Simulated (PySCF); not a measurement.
**C4H9Ga: core ionisation energies**

C4H9Ga.
SMILES with atom numbers: `[CH2:1]1[CH2:2][CH2:3][GaH:4][CH2:5]1`

Theory: PySCF, delta-SCF UKS SCAN, pcX-2 on the ionised atom, pcseg-1 elsewhere, spin-free X2C. Binding energies are ΔSCF values: E(core-ionised, relaxed orbitals) − E(ground state) at a fixed geometry, referred to the vacuum level.

Task: List the computed XPS lines with their assignment.

Result: 
```
atom(s)      bonded to  level  binding energy (eV)  above the level's lowest (eV)  count
  C1/C2    2 C and 2 H   C 1s               290.27                          +0.75      2
  C3/C5  C, 2 H and Ga   C 1s               289.52                           0.00      2
```

Lowest listed C 1s: C3/C5, bonded to C, 2 H and Ga. Highest, 0.75 eV above it: C1/C2, bonded to 2 C and 2 H.

Task: Give the binding energy of C 1s of C3/C5 in hartree and in kJ/mol.

Result: 289.52 eV = 10.6397 Eh = 27934 kJ/mol.

The first atom of each set that the bonding makes equivalent was ionised and stands for the set. No level of gallium is listed. The structure is a single PBE0-D3(BJ)/def2-SVP conformer in the gas phase; no vibrational or solvent corrections.
